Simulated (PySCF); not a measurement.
Species: C3H9F2Si2 (doublet state).
Geometry (GFN2-xTB, Å), atoms numbered from 1 in this order:
```xyz
16
C3H9F2Si2 angstrom
C     -0.770   -1.579    0.695
C     -0.730   -0.289   -0.122
C      0.678   -0.018   -0.659
Si     1.911    0.647    0.623
F      1.833    2.260    0.561
Si    -1.378    1.220    0.854
F     -2.987    0.960    1.021
H     -0.083   -1.530    1.537
H     -1.773   -1.760    1.077
H     -0.484   -2.429    0.075
H     -1.405   -0.429   -0.979
H      1.060   -0.934   -1.115
H      0.612    0.717   -1.466
H      3.286    0.334    0.245
H      1.597    0.333    2.008
H     -1.374    2.505    0.170
```

The hyperfine couplings belong to this conformer and change with its torsions.

The species is `[SiH2](C[C@H]([SiH]F)C)F` [radical].

Computed, not measured: PySCF 2.14.0, UKS B3LYP, pcH-1 on C F H Si, non-relativistic, mean-field spin-orbit, GIAO. Isolated species at its GFN2-xTB geometry (one conformer only). A GFN2-xTB geometry isn't a minimum of the functional, and hyperfine couplings can be far from their values at a DFT geometry, by a factor of two or more for some ions and for spin on atoms past the first row. Stability of the SCF solution: not tested.

Q: What is the g tensor, term by term?

A: 
| Δg (ppm) | 1 | 2 | 3 |
| --- | --- | --- | --- |
| relativistic mass correction | -163 | -163 | -163 |
| gauge correction | 44 | 8 | 49 |
| orbital Zeeman/spin–orbit | -650 | 70 | 2054 |
| total | -769 | -84 | 1940 |

So g = 2.00155, 2.00223, 2.00426 and g_iso = 2.00268; the tensor is rhombic: the two nearest values differ by 25 % of g3 − g1. 

Q: At 94.495 GHz, how far is the centre of the isotropic spectrum from where a free electron (g = 2.002319) resonates?

A: B = hν/(g μB) with μB/h = 13.99624 MHz/mT gives 3371.82 mT for the free electron and 3371.21 mT at g_iso, 0.61 mT lower.

Q: Average each term over the three axes. Which is largest in size?

A: The orbital-Zeeman/spin–orbit term 491, the mass correction -163 and the gauge correction 34 ppm, for a total of 362 ppm. The orbital-Zeeman/spin–orbit term is the largest in size. The mass correction is the same along every axis, so the anisotropy comes from the other two: their spans along these axes are 41 (gauge) and 2704 ppm (orbital Zeeman/spin–orbit).

Q: What are the electron Larmor frequencies g μB B/h along the three axes at 3350 mT?

A: 93.8475, 93.8796, 93.9746 GHz for g1, g2 and g3, a range of 127.0 MHz.

Q: In a frozen sample, at which fields do the three g values resonate at 9.5, 34, 94 and 263 GHz (hyperfine left aside), and which band first spreads them over more than twice a line width of 0.5 mT?

A: 
```csv
band,GHz,B(g3) mT,B(g2) mT,B(g1) mT,spread mT
X,9.5,338.66,339.00,339.11,0.46
Q,34.0,1212.03,1213.26,1213.67,1.64
W,94.0,3350.91,3354.30,3355.44,4.54
J,263.0,9375.41,9384.89,9388.10,12.69
```

The spread grows in proportion to the frequency. Q band is the first where it exceeds 1.0 mT.

The largest Mulliken spin populations are on Si6 (+0.81) and C2 (+0.06). Si6 is the only atom above +0.15. The angles at Si6 add up to 323.2°, so it is pyramidal.

The HOMO–LUMO gaps are 5.56 eV among the α and 5.32 eV among the β orbitals.
